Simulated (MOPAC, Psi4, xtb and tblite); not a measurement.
Conformational energy of SMILES CS[SiH2][SiH2][SeH] (CH8SSeSi2), singlet. Scanned: dihedral C1–S2–Si3–Si4; all other coordinates were relaxed at GFN2-xTB. Points at φ and −φ are mirror images. Heavy atoms are numbered in the order of the SMILES CS[SiH2][SiH2][SeH], hydrogens after them in the order of the atoms that carry them; the mirror image has the same energies with the sign of each dihedral reversed.

GFN2-xTB (xtb and tblite); PM7, restricted, heats of formation // GFN2-xTB (MOPAC); PM3, restricted, heats of formation // GFN2-xTB (MOPAC); MP2/cc-pVTZ = DF-MP2 (frozen core)/cc-pVTZ // GFN2-xTB (Psi4).

Energies relative to the lowest point of each profile, in kJ/mol; the last columns give the difference from MP2:

```csv
φ / °,GFN2-xTB,PM7,PM3,MP2/cc-pVTZ,GFN2-xTB − MP2/cc-pVTZ,PM7 − MP2/cc-pVTZ,PM3 − MP2/cc-pVTZ
-165,0.8,0.1,6.1,2.1,-1.4,-2.1,3.9
-150,2.8,0.5,5.4,4.0,-1.2,-3.6,1.4
-135,5.2,1.2,4.3,6.2,-0.9,-5.0,-1.9
-120,7.0,1.7,2.7,7.2,-0.2,-5.4,-4.4
-105,7.2,1.9,1.0,5.8,1.4,-3.8,-4.8
-90,5.9,2.1,0.0,2.7,3.2,-0.6,-2.7
-75,4.4,3.1,0.1,0.2,4.3,2.9,-0.1
-60,4.1,4.4,0.8,0.0,4.1,4.4,0.8
-45,4.9,6.3,2.5,1.3,3.6,4.9,1.2
-30,6.5,8.0,4.3,3.5,3.0,4.5,0.8
-15,8.3,8.4,6.0,5.9,2.3,2.4,0.0
0,9.1,9.0,7.0,7.1,2.0,1.9,-0.1
15,8.3,8.4,6.0,5.9,2.3,2.4,0.0
30,6.5,8.0,4.3,3.5,3.0,4.5,0.8
45,4.9,6.3,2.5,1.3,3.6,4.9,1.2
60,4.1,4.4,0.8,0.0,4.1,4.4,0.8
75,4.4,3.1,0.1,0.2,4.3,2.9,-0.1
90,5.9,2.1,0.0,2.7,3.2,-0.6,-2.7
105,7.2,1.9,1.0,5.8,1.4,-3.8,-4.8
120,7.0,1.7,2.7,7.2,-0.2,-5.4,-4.4
135,5.2,1.2,4.3,6.2,-0.9,-5.0,-1.9
150,2.8,0.5,5.4,4.0,-1.2,-3.6,1.4
165,0.8,0.1,6.1,2.1,-1.4,-2.1,3.9
180,0.0,0.0,6.3,1.4,-1.4,-1.4,4.9
```

GFN2-xTB is furthest from MP2/cc-pVTZ at -75 (4.3 kJ/mol, above); its mean absolute difference over the points is 2.3 kJ/mol.

PM7 is furthest from MP2/cc-pVTZ at -120 (-5.4 kJ/mol, below); its mean absolute difference over the points is 3.5 kJ/mol.

PM3 is furthest from MP2/cc-pVTZ at 180 (4.9 kJ/mol, above); its mean absolute difference over the points is 2.0 kJ/mol.
